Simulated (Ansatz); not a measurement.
Input for Ansatz (a quantum-chemistry and plane-wave program): U-wB97M-V/def2-TZVPP on BClH (SMILES [BH]Cl), 2S+1 = 2, atoms moved off the minimum.

Ansatz 0.2 input:
```yaml
crystal:
  periodic: [false, false, false]
  atoms:
    - {symbol: B, position_ang: [-1.17220537, 0.44117017, 0.07391512]}
    - {symbol: Cl, position_ang: [0.52787960, -0.14057030, -0.00486374]}
    - {symbol: H, position_ang: [-2.11935944, -0.17491884, 0.00938168]}
basis:
  gaussian:
    orbitals: def2-TZVPP
hamiltonian:
  xc: {name: wB97M-V}
magnetization: {spin_polarized: true, initial_magnetization: 1}
output: {forces: true}
```

The log:

```
WARN ansatz: RAYON_NUM_THREADS=1 ignored (pool sized by the plan → 1); use --threads N
Functional definition: wB97M-V
integrals: 0.02 GiB planned
538 factors; their error is unknown
integrals: 0.06 GiB planned
108 factors; integrals over basis functions are off by at most 4.9e-5 eV
mean field: 0.34 GiB planned
mean field evaluation 1: about -13212.5820 eV, gradient 6.2e0 eV
mean field evaluation 2: about -13212.8874 eV, gradient 3.4e0 eV
mean field evaluation 4: about -13212.9720 eV, gradient 3.7e-1 eV
mean field evaluation 8: about -13212.9923 eV, gradient 1.4e-1 eV
mean field evaluation 16: about -13212.9924 eV, gradient 6.8e-5 eV
mean field -13212.99240979 eV, -485.5685149718 hartree, gradient 2.0e-5 eV, S^2 0.751815; 1 other end points of the search recorded, 0 dependent functions left out
the calculation of the forces begins
reference -13212.99244527 eV, -485.5685162758 hartree; 12, 11 occupied and 75, 76 virtual orbitals, 538 factors
Total energy: -13212.99244527 eV, -485.5685162758 hartree
Atom 0 at    -1.172205     0.441170     0.073915 Å, force     2.902348     0.574825     0.046328 eV/Å
Atom 1 at     0.527880    -0.140570    -0.004864 Å, force    -1.807946     0.446336     0.063906 eV/Å
Atom 2 at    -2.119359    -0.174919     0.009382 Å, force    -1.094402    -1.021161    -0.110234 eV/Å
Dipole moment:    -0.116650    -0.088298    -0.009380 e Å
```

The run converged.

Cost: very roughly 4 core-seconds.
